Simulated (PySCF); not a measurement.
Excitations are Tamm–Dancoff values on a coarser integration grid. The basis has no diffuse functions, so Rydberg states are missing or too high.

Cartesian coordinates (Å):
```xyz
4

Cl    -0.0963     1.8234     0.0043
B     -0.0050     0.0945     0.0002
I     -1.7797    -1.0556    -0.0127
I      1.8810    -0.8623     0.0082
```
Charge 0, multiplicity 1.

**Question.** Predict the S1–T1 gap (TDA), S1 excitation (TDA), HOMO, dipole moment and HOMO–LUMO gap from PBE0-D3(BJ)/def2-TZVP run with PySCF 2.14.0.

**Answer.** 
S1–T1 gap (TDA): 0.15 eV
S1 excitation (TDA): 3.95 eV
HOMO: -7.58 eV
dipole moment: 0.10 D
HOMO–LUMO gap: 5.32 eV
